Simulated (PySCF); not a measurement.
AlEt2(OMe), C5H13AlO.
SMILES: `C[CH2][Al]([CH2]C)[O]C`

The closed-shell ground state was solved at several levels (PySCF, density fitting, gas phase, non-relativistic). The structure is a single PBE0-D3(BJ)/def2-SVP conformer in the gas phase; no vibrational or solvent corrections.

```csv
level,basis functions,HOMO (eV),LUMO (eV),gap (eV),dipole (D)
CAM-B3LYP/def2-SVPD,251,-8.29,0.39,8.68,0.88
PBE/pcSseg-1 (pcSseg-2 on Al),210,-5.64,-0.83,4.81,0.83
B3LYP/pcSseg-1 (pcSseg-2 on Al),210,-6.71,-0.29,6.42,0.88
```

**Question.** What might PBE0/pcSseg-1 (pcSseg-2 on Al) (210 basis functions) give for the same quantities?

**Answer.** HOMO -6.92 eV, LUMO -0.07 eV, gap 6.85 eV, dipole 0.88 D.

**Question.** Over all these levels, which gives the widest orbital gap and which the narrowest?

**Answer.** CAM-B3LYP/def2-SVPD (range-separated hybrid) has the widest, 8.68 eV, and PBE/pcSseg-1 (pcSseg-2 on Al) (GGA) the narrowest, 4.81 eV. Functional and basis both differ between the two, so the spread mixes both effects.

**Question.** In the pcSseg-1 (pcSseg-2 on Al) basis, how does the gap go with the fixed share of exact exchange?

**Answer.** PBE (0 %) 4.81 eV; B3LYP (20 %) 6.42 eV; PBE0 (25 %) 6.85 eV. Each rise in the share widens the gap here.

**Question.** How far do the dipole and the HOMO energy spread over the levels?

**Answer.** The dipole runs from 0.83 to 0.88 D (mean 0.87 D) and the HOMO from -8.29 to -5.64 eV.
